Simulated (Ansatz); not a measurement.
Isolated molecules relaxed with PBE0-D4/def2-TZVP in Ansatz; ΔE leaves out vibrations. CCSD(T)/CBS adds triple-zeta CCSD(T) − MP2 to the extrapolated MP2 energy (def2 sets, frozen cores). Functionals use def2-TZVPP. B3LYP here is the variant with VWN-RPA as its local correlation; programs differ in this. Elements past krypton have def2 core potentials. For Ge, Sn outer-core shells are correlated without core-valence functions, which leaves a few kJ/mol of doubt a bond. Scalar relativity is left out up to krypton. Each species was taken in one conformer, which may not be the lowest.

`[F][Sn]([F])([F])[GeH3]` + `F[SiH](F)S` → `F[SiH](F)[S][GeH3]` + `[F][SnH]([F])[F]`  (cleavage of the Ge–Sn bond)

`[F][Sn]([F])([F])[GeH3]`:

Cartesian coordinates in Å:
```
F 2.171 1.447 0.152
Sn 0.415 0.994 -0.425
F -0.604 2.542 0.009
F 0.542 1.068 -2.322
Ge -0.515 -1.234 0.528
H -0.543 -1.077 2.047
H 0.447 -2.333 0.075
H -1.913 -1.406 -0.064
```

`F[SiH](F)S`:

Cartesian coordinates in Å:
```
F 0.809 -1.472 0.266
Si 0.031 -0.276 -0.423
F -1.496 -0.703 -0.402
S 0.335 1.531 0.610
H 0.484 -0.125 -1.813
H -0.162 1.045 1.763
```

`F[SiH](F)[S][GeH3]`:

```xyz
9

F    -0.182   -2.004   -1.144
Si   -1.209   -0.933   -0.584
F    -1.315   -1.237    0.972
S    -0.557    1.027   -0.920
Ge    1.173    1.057    0.513
H    -2.517   -1.156   -1.219
H     1.834   -0.325    0.529
H     2.116    2.125   -0.049
H     0.657    1.447    1.902
```

`[F][SnH]([F])[F]`:

```xyz
5

F    -0.436    1.043   -1.460
Sn    0.087   -0.076   -0.028
F    -1.507   -0.922    0.538
F     0.538    1.107    1.377
H     1.317   -1.152   -0.427
```

(1) Is it downhill or uphill in electronic energy at CCSD(T)/CBS, and by how much? (Estimate.)

(2) What do these levels give: PBE-D4, B3LYP-D4, HF/def2-TZVPP, MP2/def2-TZVPP, CCSD(T)/def2-TZVPP, HF/CBS(def2)? (Best estimate.)

Largest T1 diagnostic among the species: 0.015.

## Answers

(1) Computed: Uphill: ΔE = +14.6 kJ/mol.

(2) Ansatz gave: PBE-D4 20.1, B3LYP-D4 18.5, HF/def2-TZVPP 4.8, MP2/def2-TZVPP 7.8, CCSD(T)/def2-TZVPP 9.0, HF/CBS(def2) 5.7 kJ/mol.

From PBE to PBE0 (25 % exact exchange), in def2-TZVPP and without D4, ΔE moves by −6.0 kJ/mol. The D4 term adds −5.4 kJ/mol with B3LYP and −2.8 kJ/mol with PBE0; it sums over pairs of atoms, weighted by their polarisabilities, and B3LYP, whose exchange is more repulsive, gets the larger term.
